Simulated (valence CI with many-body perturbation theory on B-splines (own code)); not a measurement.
A CI+MBPT run for Hf⁵⁰⁺

Calculated by valence CI with perturbative core correlation (CI+MBPT): four valence electrons over a frozen Dirac-Fock core [Ar], radial functions for each j: 6 s, 6 p, 5 d, 5 f, 1 g, with the one-electron correlation potential Σ1 (screened to all orders), the two-electron term Σ2, the three-electron term Σ3, Breit, model QED; selected single and double excitations, second order for the rest, scaled by the run's own slope (own B-spline code, finite nucleus).

Command, and the settings that its task file holds:

```sh
python run_cv.py task.json out
```

```
atom Hf  Z=72  mass_number=180  rms_radius_fm=5.3470
core [Ar]
valence 3d4
avg = 1
basis = S
breit = 1
cap = 20000
capref = 1200
cscale = 1
de = 0.0
dress = 0
eps = 2e-08
extrap = 1
h = 0.27
hh = 1
l2 = 3
lcore = 6
maxit = 60
n2 = 5
natural = 1
nlev = 30
nno = [3, 3, 3, 3, 1]
nroot = 26
nsp = [3, 3, 2, 2, 0]
pt2 = 1
qed = 1
rpa = 1
s1 = 1
s2 = 1
s3 = 1
screen = 1
tol = 2e-05
whole = 1
```

It took 16 s on 1 thread of Arm Neoverse V2, on a shared host.

Log. The first blocks belong to the next ion, which gives the ionisation energy. Fields: 2J, parity (1 odd), roots, reference size, generating configurations, candidates as configurations/state functions, variational space P, stored matrix elements, Davidson steps; e2 is the range of second-order energies in hartree. The first line gives the box (bohr), its intervals, the orbitals and the steps of their self-consistent field. Window is the range of levels sought, series limit the energy at which the first omitted orbital would enter, core excitation an estimate of the first excitation out of the core, left out the lowest levels not solved, and shifts from estimates the range by which levels moved from their first estimate, all in cm⁻¹.

```
rmax 2.2 intervals 56 orbitals 40 references ['3d4', '3d3 4s', '3d3 4p'] scf 3 t 0.7
2J=3 par=0 roots 2 ref 27 generators 3 cand 795/1922 P 610/1487 nnz 0 it 4
2J=3 par=0 roots 2 ref 27 generators 4 cand 201/462 P 706/1754 nnz 0 it 4
   second order: generators 6 cand 487/1056 e2 -0.00000 -0.00000
reference levels 556, estimated 34, window 1796315 1/cm; series limit 24593190, core excitation 2336201
2J=0 par=0 roots 5 ref 17 generators 4 cand 173/277 P 1090/1971 nnz 0 it 4
2J=0 par=0 roots 5 ref 17 generators 4 cand 68/97 P 1126/2033 nnz 0 it 4
   second order: generators 8 cand 1891/4558 e2 -0.00002 -0.00000
2J=2 par=0 roots 4 ref 36 generators 3 cand 720/2871 P 824/3998 nnz 3.8e+06 it 4
2J=2 par=0 roots 4 ref 36 generators 3 cand 378/1408 P 1108/5171 nnz 6.1e+06 it 4
   second order: generators 4 cand 872/6086 e2 -0.00000 -0.00000
2J=8 par=0 roots 7 ref 42 generators 4 cand 885/5043 P 533/3991 nnz 3.9e+06 it 5
2J=8 par=0 roots 7 ref 42 generators 4 cand 650/3591 P 1163/7519 nnz 1.3e+07 it 7
   second order: generators 6 cand 1531/15155 e2 -0.00001 -0.00000
2J=4 par=0 roots 8 ref 51 generators 4 cand 902/5218 P 563/3999 nnz 3.8e+06 it 5
2J=4 par=0 roots 8 ref 51 generators 4 cand 671/3768 P 1209/7666 nnz 1.3e+07 it 7
   second order: generators 6 cand 803/8496 e2 -0.00000 -0.00000
2J=6 par=0 roots 6 ref 49 generators 3 cand 915/5710 P 486/3988 nnz 4.1e+06 it 4
2J=6 par=0 roots 6 ref 49 generators 3 cand 718/4270 P 1117/8020 nnz 1.5e+07 it 5
   second order: generators 4 cand 865/9609 e2 -0.00000 -0.00000
2J=10 par=0 roots 2 ref 25 generators 2 cand 728/3306 P 605/3994 nnz 4.3e+06 it 4
2J=10 par=0 roots 2 ref 25 generators 2 cand 478/1834 P 906/5474 nnz 7.5e+06 it 4
   second order: generators 2 cand 177/354 e2 -0.00000 -0.00000
2J=12 par=0 roots 2 ref 14 generators 2 cand 426/1489 P 820/3599 nnz 3.3e+06 it 4
2J=12 par=0 roots 2 ref 14 generators 2 cand 115/401 P 901/3900 nnz 3.8e+06 it 3
   second order: generators 2 cand 34/100 e2 -0.00000 -0.00000
left out: unestimated 14712734, estimated none, shifts from estimates -235 to 10
operators 0.9
```

The Davidson iterations converged.

No measured spectrum was set against this ion. As an estimate, large intervals hold to a few tenths of a per cent, small ones and those within an open d or f shell to about a per cent. Only levels of the ground parity were solved; by the run's estimate the other parity begins above the list, which can be wrong where configurations are misplaced.

```yaml
Valence_energy: -702.0951 hartree
Ionisation_energy: "4573 eV (NIST: 4573 ± 4 eV (theoretical))"
Reference_configurations_for_the_orbitals: 3d4, 3d3 4s, 3d3 4p
Radial_orbitals: 40
Box_radius: 2.247 bohr
Largest_variational_space: 8020
Lowest_levels: (3d3/2^4) J=0 0, (3d3/2^3 3d5/2) J=1 446920, (3d3/2^3 3d5/2) J=4 540690, (3d3/2^3 3d5/2) J=2 562310, (3d3/2^3 3d5/2) J=3 589520, (3d3/2^2 3d5/2^2) J=0 [a] 961860, (3d3/2^2 3d5/2^2) J=2 [a] 968360, (3d3/2^2 3d5/2^2) J=4 [a] 984220, (3d3/2^2 3d5/2^2) J=3 [a] 999920, (3d3/2^2 3d5/2^2) J=5 1029600, (3d3/2^2 3d5/2^2) J=6 1052100, (3d3/2^2 3d5/2^2) J=1 1068100, (3d3/2^2 3d5/2^2) J=3 [b] 1094400, (3d3/2^2 3d5/2^2) J=4 [b] 1096500 cm⁻¹
```

Levels are named by their leading jj configuration (3d3/2^4 stands for four electrons in 3d with j = 3/2), which in mixed levels can hold well under half, so a name can repeat and another be missing. Letters in brackets count levels of one name in rising energy.
